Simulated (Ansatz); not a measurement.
Harmonic frequencies (cm⁻¹) at PBE0-D4/def2-TZVP from Ansatz: 117, 170, 253, 266, 368, 414, 478, 583, 609, 738, 849, 972, 1032, 1088, 1204, 1259, 1366, 1401, 1474, 1490, 1948, 1980, 3017, 3078, 3110, 3122, 3839.

Each molecule was computed in one conformer, which needn't be the lowest.

Task: Which molecule is it?
A. `[CH3][Ga]([CH3])[OH]`
B. `C[CH](O)[GaH2]`
C. `OC[CH2][GaH2]`
D. `C[O][GaH][CH3]`

Result: B.
